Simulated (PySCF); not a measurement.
C6H11F3.
Numbering: `[CH3:1][C@H:2]([F:3])[CH2:4][CH2:5][CH2:6][CH:7]([F:8])[F:9]` (hydrogens: H10, H11, H12 on C1; H13 on C2; H14, H15 on C4; H16, H17 on C5; H18, H19 on C6; H20 on C7)

Structure used (PBE0-D3(BJ)/def2-SVP), in Å, numbered top down from 1:
```xyz
20
C6H11F3 angstrom
C     -3.1835    0.1118    0.6659
C     -1.7985   -0.4434    0.8990
F     -1.5078   -0.3468    2.2525
C     -0.7116    0.2736    0.1238
C      0.6770   -0.2895    0.3797
C      1.7711    0.4811   -0.3401
C      3.1446   -0.0881   -0.1071
F      4.0717    0.6387   -0.7731
F      3.2096   -1.3589   -0.5744
H     -3.9182   -0.4170    1.2894
H     -3.4760   -0.0027   -0.3884
H     -3.2163    1.1815    0.9228
H     -1.7767   -1.5210    0.6492
H     -0.9528    0.2166   -0.9516
H     -0.7425    1.3438    0.3955
H      0.8639   -0.2846    1.4664
H      0.7131   -1.3460    0.0642
H      1.6038    0.4828   -1.4304
H      1.7859    1.5340   -0.0141
H      3.4281   -0.1096    0.9612
```

Computed, not measured: PySCF, TDDFT CAM-B3LYP/def2-SVPD, vertical, gas phase, core orbitals frozen in the response.

Ground-to-excited transition dipoles (e·a0, same axes as the geometry; the sign carries no meaning), for the states with f of 0.002 or more among the lowest 7:

```tsv
state	E (eV)	μx	μy	μz
S1	9.028	0.095	-0.045	-0.152
S2	9.155	0.159	0.092	0.023
S3	9.332	-0.200	-0.031	-0.142
S4	9.400	0.066	0.115	0.252
S5	9.615	0.043	0.292	0.150
S6	9.728	0.070	-0.617	0.256
S7	9.806	0.186	-0.187	0.024
```

**Question.** Work out the oscillator strengths.

**Answer.** f = (2/3) ΔE |μ|² with ΔE in hartree (27.2114 eV).

| state | \|μ\|² (au) | \|μ\| (D) | f |
| --- | --- | --- | --- |
| S1 | 0.034 | 0.47 | 0.008 |
| S2 | 0.034 | 0.47 | 0.008 |
| S3 | 0.061 | 0.63 | 0.014 |
| S4 | 0.081 | 0.72 | 0.019 |
| S5 | 0.110 | 0.84 | 0.026 |
| S6 | 0.451 | 1.71 | 0.107 |
| S7 | 0.070 | 0.67 | 0.017 |

**Question.** What angle do the transition dipoles of S3 and S4 make?

**Answer.** |cos θ| = |μa·μb| / (|μa| |μb|) = 0.75, so θ ≈ 42° (taken between 0 and 90°, since the signs are arbitrary).

**Question.** How is the summed strength of these states shared among x, y and z?

**Answer.** (2/3) Σ ΔE μα² gives 0.028 for x, 0.125 for y and 0.046 for z, 0.198 in all.

**Question.** What peak molar absorption coefficient would the strongest computed level give as a lone Gaussian band 0.5 eV wide at half height?

**Answer.** ε(max) = 2.175×10⁸ f / FWHM, with the width in cm⁻¹. S6: 2.175×10⁸ × 0.1074 / 4033 ≈ 5800 L mol⁻¹ cm⁻¹.

The vertical ionisation energy (ΔSCF) is 11.44 eV, 1.63 eV above S7.

One conformer stands for the species.

Without π bonds the low states may be Rydberg-like; a valence basis with one diffuse set may place them up to an eV too high.
